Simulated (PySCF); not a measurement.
`C#CC[C@@H]1CCO1`: 4 charge schemes on one density

Compound: C₆H₈O.
Cartesian coordinates in Å at the GFN2-xTB level; atoms count from 1:
```xyz
15
C6H8O angstrom
C      2.896    0.975    0.454
C      2.054    0.345   -0.118
C      1.013   -0.403   -0.789
C     -0.349    0.263   -0.588
C     -0.936    0.185    0.827
C     -2.043   -0.645    0.172
O     -1.430   -0.519   -1.113
H      3.647    1.518    0.944
H      1.227   -0.458   -1.859
H      0.977   -1.422   -0.393
H     -0.342    1.269   -1.027
H     -1.254    1.135    1.250
H     -0.318   -0.347    1.546
H     -3.041   -0.198    0.186
H     -2.106   -1.690    0.488
```

Density: PBE0/pcSseg-1 (PySCF); schemes: Mulliken, IAO, Hirshfeld and ESP-fitted. One conformer (not necessarily the lowest) at the GFN2-xTB geometry, without solvent, vibrations or thermal averaging.

Problem. Give the atomic charges in each scheme.

Solution. In e:

```csv
atom,environment,Mulliken,IAO,Hirshfeld,ESP-fitted
C1,terminal alkyne carbon,-0.372,-0.255,-0.125,-0.555
C2,alkyne carbon,+0.135,-0.027,-0.037,+0.179
C3,propargylic carbon,-0.081,-0.289,-0.060,-0.561
C4,sp3 carbon bound to oxygen,+0.040,+0.115,+0.055,+0.621
C5,four-membered-ring carbon,-0.265,-0.302,-0.080,-0.542
C6,sp3 carbon bound to oxygen,+0.090,-0.044,+0.006,+0.350
O7,cyclic ether oxygen,-0.505,-0.433,-0.174,-0.554
H8,alkyne hydrogen,+0.042,+0.200,+0.089,+0.338
H9,methylene hydrogen,+0.166,+0.174,+0.061,+0.201
H10,methylene hydrogen,+0.144,+0.166,+0.056,+0.218
H11,methine hydrogen,+0.120,+0.134,+0.039,-0.008
H12,methylene hydrogen,+0.133,+0.149,+0.047,+0.141
H13,methylene hydrogen,+0.130,+0.144,+0.043,+0.157
H14,methylene hydrogen,+0.112,+0.135,+0.042,+0.011
H15,methylene hydrogen,+0.110,+0.133,+0.040,+0.006
```

Mean size of the charges over all atoms: ESP-fitted 0.296 e, IAO 0.180 e, Mulliken 0.163 e, Hirshfeld 0.063 e. Each set sums to the total charge, 0, to within 0.001 e. The Hirshfeld scheme weights the molecular density at each point by an atom's share of the summed free-atom densities. The Mulliken scheme counts on each atom the diagonal of the density matrix times the overlap matrix over that atom's basis functions.

Lowest charge. The schemes don't all agree: Mulliken O7 (-0.505); IAO O7 (-0.433); Hirshfeld O7 (-0.174); ESP-fitted C3 (-0.561).

Highest charge. The schemes don't all agree: Mulliken H9 (+0.166); IAO H8 (+0.200); Hirshfeld H8 (+0.089); ESP-fitted C4 (+0.621).

Problem. How closely do the schemes follow one another over all atoms?

Solution. Correlation coefficient and root-mean-square difference: IAO with Hirshfeld 0.96, 0.136 e; Mulliken with Hirshfeld 0.90, 0.140 e; Mulliken with IAO 0.89, 0.097 e; IAO with ESP-fitted 0.83, 0.226 e; Hirshfeld with ESP-fitted 0.83, 0.307 e; Mulliken with ESP-fitted 0.78, 0.243 e.

Problem. Sum the charges by element, for elements with more than one atom.

Solution. 
| element | atoms | Mulliken | IAO | Hirshfeld | ESP-fitted |
| --- | --- | --- | --- | --- | --- |
| C | 6 | -0.452 | -0.802 | -0.241 | -0.508 |
| H | 8 | +0.957 | +1.235 | +0.416 | +1.062 |

Problem. How many electrons does the Hirshfeld scheme count on O7?

Solution. Z − q = 8 − (-0.174) = 8.174.

The run behind these numbers computed NMR shieldings as well. Time: 17 s wall. Hardware: x86-64 server, one thread (shared host).
